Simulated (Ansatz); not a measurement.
Program: Ansatz. Geometries: PBE0-D4/def2-TZVP. ΔE: electronic, gas phase. CBS: MP2 limit from def2 TZ/QZ plus the TZ coupled-cluster correction, frozen cores. This one scheme is used for every species. DFT in def2-TZVPP. B3LYP here is the variant with VWN-RPA as its local correlation; programs differ in this. One conformer a species, not always the lowest.

Reaction (silylene formation by 1,1-elimination): `BCS[SiH2]C` → `BCS` + `C[SiH]`

`BCS[SiH2]C`:

```xyz
14

B     1.433    0.327   -2.558
C     0.542    0.352   -1.286
S     1.451    0.285    0.287
Si   -0.171    0.441    1.660
C    -1.328   -1.024    1.599
H     2.618    0.181   -2.512
H     0.891    0.439   -3.620
H    -0.107    1.236   -1.323
H    -0.142   -0.505   -1.378
H    -0.941    1.684    1.367
H     0.466    0.558    2.998
H    -1.790   -1.123    0.613
H    -0.792   -1.948    1.821
H    -2.130   -0.903    2.332
```

`BCS`:

Cartesian coordinates in Å:
```
B 0.769 0.363 0.606
C -0.599 -0.215 0.166
S -0.986 -0.326 -1.599
H 1.658 0.566 -0.170
H 0.950 0.570 1.771
H -1.410 0.326 0.665
H -0.629 -1.222 0.616
H 0.247 -0.063 -2.055
```

`C[SiH]`:

Z-matrix (Å, degrees):
```
C
Si 1 1.892
H 1 1.098 2 109.5
H 1 1.098 2 109.7 3 -115.3
H 1 1.091 2 113.8 3 122.2
H 2 1.531 1 94.2 3 58.0
```

```csv
level,ΔE (kcal/mol)
revPBE-D4,70.3
B3LYP-D4,69.5
r2SCANh-D4,75.7
ωB97X-V,73.0
r2SCANh,74.8
MP2/def2-SVP,71.9
HF/def2-TZVPP,66.3
SCS-MP2/def2-QZVPP,72.6
```

(1) What does CCSD(T)/CBS give? (Estimate.)

Largest T1 diagnostic among the species: 0.012.

Results:

(1) The calculation gave: +71.1 kcal/mol. The listed levels differ from it by -0.8, -1.6, 4.6, 1.9, 3.7, 0.8, -4.8, 1.5 kcal/mol.

From PBE to PBE0 (25 % exact exchange), in def2-TZVPP and without D4, ΔE moves by +2.8 kcal/mol. At CCSD(T), def2-SVP lies −4.9 kcal/mol from the extrapolated value and def2-TZVPP −2.0 kcal/mol. In def2-TZVPP, CCSD(T) changes the Hartree–Fock value by +2.9 kcal/mol (the triples alone add +1.2 kcal/mol) and MP2 by +8.5 kcal/mol.

CCSD(T)/CBS has its own doubt, a few kJ/mol and more with outer-core shells, so smaller differences from it don't rank the levels.
